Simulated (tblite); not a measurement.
Compound: C2H11AsSSi2.
SMILES with atom numbers: `[CH3:1][S:2][SiH2:3][SiH2:4][AsH:5][CH3:6]` (hydrogens: H7, H8, H9 on C1; H10, H11 on Si3; H12, H13 on Si4; H14 on As5; H15, H16, H17 on C6)

Computed with GFN2-xTB (tblite), gas phase: L-BFGS steps from a force-field or distance-geometry start until the largest atomic force falls under 0.01 eV/Å.

Geometry at step 4:
```
atom  x, y, z in Å
C1      2.8660    0.5725    0.0204
S2      1.5126    1.2432   -0.9710
Si3     0.4452   -0.6220   -1.2284
Si4    -0.3937   -1.2747    0.8341
As5    -1.5543    0.4700    1.8463
C6     -2.7924    0.6962    0.3305
H7      3.3545   -0.2048   -0.5478
H8      3.5670    1.3693    0.2252
H9      2.4826    0.1747    0.9502
H10    -0.6377   -0.3844   -2.1697
H11     1.3916   -1.5986   -1.7597
H12     0.7352   -1.7230    1.6614
H13    -1.2642   -2.4371    0.5777
H14    -0.5971    1.4911    1.3527
H15    -3.3942   -0.1965    0.1723
H16    -2.2565    0.9165   -0.5871
H17    -3.4715    1.5196    0.5351
```

Problem. What forces act on the atoms?

Solution. 
```csv
atom,Fx (eV/Å),Fy (eV/Å),Fz (eV/Å)
C1,0.051,-0.016,0.029
S2,-0.249,-0.033,-0.261
Si3,-0.080,-0.180,0.241
Si4,0.081,0.050,-0.100
As5,-0.269,-0.210,0.291
C6,-0.065,0.074,-0.030
H7,0.169,-0.175,-0.071
H8,0.049,0.169,-0.008
H9,-0.066,-0.050,0.174
H10,0.132,0.182,-0.214
H11,0.104,0.091,-0.215
H12,-0.033,-0.127,0.135
H13,0.036,0.013,0.127
H14,0.219,0.161,-0.058
H15,-0.018,-0.083,0.074
H16,0.039,0.036,-0.105
H17,-0.101,0.099,-0.009
```

The largest, 0.45 eV/Å, acts on As5; the rms over all components is 0.135 eV/Å. The forces sum to zero within rounding, as they must for an isolated molecule in no field.

Problem. Give the force on As5 in Eh/bohr and in nN.

Solution. 0.448 eV/Å ÷ 51.422 = 0.00872 Eh/bohr, and 0.448 eV/Å × 1.602 = 0.72 nN.

Problem. How far is this geometry from the end of the optimisation?

Solution. 0.111 eV above it, and 0.350 Å rms away after alignment. The bonds farthest from their final lengths, with half the difference of the two atoms' forces along the bond (positive lengthens):

```csv
bond,now (Å),final (Å),force along bond (eV/Å)
As5–H14,1.484,1.505,+0.34
Si4–As5,2.327,2.342,+0.07
C1–S2,1.807,1.818,+0.19
Si3–Si4,2.320,2.332,-0.21
C1–H9,1.082,1.088,+0.09
Si4–H12,1.470,1.476,+0.05
```

The angle farthest from its final value is S2–Si3–H10, 107.7° against 100.2°.

Of the 4 listed bonds off by 0.010 Å or more, this force points towards the final length in 3.

The cost below is that of the whole relaxation. Time: 2.2 s of wall time. Hardware: Arm Neoverse N1, one thread, shared host with 64 logical CPUs at a one-minute load of 26.
